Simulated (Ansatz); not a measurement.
`[F][Zn][Br]`. The species carries charge 0 and has multiplicity 1.

Bond lengths: F1–Zn2 1.742 Å, Zn2–Br3 2.210 Å. Angles: F1–Zn2–Br3 180.0°.

Problem. What are the harmonic wavenumbers in cm⁻¹ at PBE0-D4/def2-TZVP (Ansatz, finite differences of forces, unscaled)? (Estimate.)

Solution. Computed: 123, 123, 303, 687.

Problem. Is this a minimum?

Solution. Yes, all 4 modes are real.

Problem. Give the ideal-gas thermochemistry at 298.15 K and 1 bar (rigid rotor, harmonic oscillator; point group C∞v, symmetry number 1).

Solution. Zero-point energy 7.4 kJ/mol; H(298) − E = 21.1 kJ/mol; entropy 282.4 J/(mol·K), of which translation 172.5, rotation 77.2, vibration 32.7; G(298) − E = -63.1 kJ/mol.
